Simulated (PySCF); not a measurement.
C₆H₃OS (charge -1).
Atom-mapped SMILES: `[CH:1]#[C:2][c:3]1[cH:4][cH:5][s:6][c:7]1[O-:8]`

NICS = −σ at a ghost point: NICS(0) at the centroid of the ring atoms, NICS(1) 1 Å to either side along the normal of their mean plane, zz for the tensor component along that normal. Level: GIAO PBE0/pcSseg-1 (PySCF, non-relativistic, gas phase) on the GFN2-xTB geometry, one conformer.

Ring bond lengths (Å), with Mayer bond orders in brackets: C3–C4 1.420 (1.22), C4–C5 1.349 (1.62), C5–S6 1.745 (1.06), S6–C7 1.857 (0.95), C7–C3 1.399 (1.23).

Q: What do the NICS probes read (ppm)?

A: 
```json
{"ring": "C3–C4–C5–S6–C7", "type": "5-membered ring with S; formal bonds all aromatic", "NICS(0)": "-9.8", "NICS(1), two faces": "-6.8 / -6.8", "NICS(1)zz, two faces": "-11.9 / -11.9", "rms pucker (Å)": "0.00", "centre to ring atoms, mean (Å)": "1.32"}
```

Q: What can be read from them?

A: 
- C3–C4–C5–S6–C7: mean NICS(1)zz -11.9 ppm, shielded. That is too small in size for a clear verdict by the NICS criterion.

Q: What does the geometric index give? HOMA takes Krygowski's 1993 parameters.

A: 
- C3–C4–C5–S6–C7: HOMA 0.16; the largest term is that of S6–C7, α(R − Ropt)² = 3.06.

Q: What is the mean of the two in-plane components of NICS at the second NICS(1) probe listed for ring C3–C4–C5–S6–C7, 1 Å off the ring?

A: The isotropic value is a third of the trace: (3 × -6.8 − (-11.9))/2 = -4.2 ppm.

Q: What are the shieldings of the ring atoms and their hydrogens in the same run (means over atoms taken as equivalent)?

A: 
| atoms | environment | σ isotropic (ppm) | principal values of the symmetric part, first atom (ppm) |
| --- | --- | --- | --- |
| C3 | substituted aromatic carbon | 108.5 | 76.0, 105.0, 144.7 |
| C4 | aromatic CH carbon | 56.2 | -31.6, 61.3, 138.9 |
| C5 | aromatic CH next to a ring sulfur | 89.9 | 6.9, 119.5, 143.4 |
| S6 | thiophene-type sulfur | 325.5 | 91.5, 439.6, 445.3 |
| C7 | aromatic carbon bearing oxygen | -4.4 | -79.0, 31.3, 34.6 |
| H on C4 | aromatic hydrogen | 25.66 | 24.0, 25.4, 27.6 |
| H on C5 | aromatic hydrogen | 27.17 | 24.2, 26.2, 31.1 |
